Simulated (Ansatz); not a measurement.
Reaction (ligand exchange at the Si–O bond): `O[SiH](O)F` + `O[SiH](O)S` → `O[SiH](O)S[SiH](O)F` + H₂O

Program: Ansatz. Geometries: PBE0-D4/def2-TZVP. ΔE: electronic, gas phase. CCSD(T)/CBS adds triple-zeta CCSD(T) − MP2 to the extrapolated MP2 energy (def2 sets, frozen cores). This one scheme is used for every species. DFT in def2-TZVPP. One conformer a species, not always the lowest.

`O[SiH](O)F`:

Z-matrix (Å, degrees):
```
Si
O 1 1.619
F 1 1.595 2 111.7
O 1 1.630 2 108.7 3 118.8
H 1 1.469 2 107.5 3 -117.0
H 2 0.959 1 118.7 3 -79.5
H 4 0.958 1 118.6 2 -158.0
```

`O[SiH](O)S`:

Z-matrix (Å, degrees):
```
Si
O 1 1.629
S 1 2.137 2 115.3
O 1 1.641 2 106.1 3 -122.0
H 1 1.476 2 107.0 3 115.4
H 2 0.959 1 117.6 3 88.8
H 3 1.345 1 94.4 2 -64.7
H 4 0.959 1 116.5 2 161.4
```

`O[SiH](O)S[SiH](O)F`:

Cartesian coordinates in Å:
```
O -0.890 -2.541 0.770
Si -0.760 -0.961 0.387
O -1.000 -0.801 -1.235
S 1.192 -0.316 0.960
Si 1.126 1.655 0.132
O 0.455 1.679 -1.340
F 0.298 2.587 1.122
H -0.376 -2.885 1.502
H -1.805 -0.118 0.992
H -0.571 -1.452 -1.796
H 2.497 2.183 0.073
H -0.164 0.971 -1.566
```

H₂O:

```xyz
3

O     0.337   -0.020    0.193
H    -0.493   -0.440    0.425
H     0.156    0.460   -0.618
```

| level | ΔE (kJ/mol) |
| --- | --- |
| r2SCAN-D4 | 35.3 |
| PBE0-D4 | 27.6 |
| CCSD(T)/def2-TZVPP | 41.5 |
| MP2/CBS(def2) | 31.7 |

(1) What does CCSD(T)/CBS give? (An estimate is asked.)

Largest T1 diagnostic among the species: 0.012.

Answers

(1) Ansatz gave: +36.3 kJ/mol. The listed levels differ from it by -1.0, -8.7, 5.2, -4.6 kJ/mol.

The D4 term adds −15.4 kJ/mol with B3LYP and −8.6 kJ/mol with PBE0; it sums over pairs of atoms, weighted by their polarisabilities, and B3LYP, whose exchange is more repulsive, gets the larger term. In def2-TZVPP, CCSD(T) changes the Hartree–Fock value by −28.8 kJ/mol (the triples alone add −6.0 kJ/mol) and MP2 by −33.4 kJ/mol.

B3LYP here is the variant with VWN-RPA as its local correlation; programs differ in this.
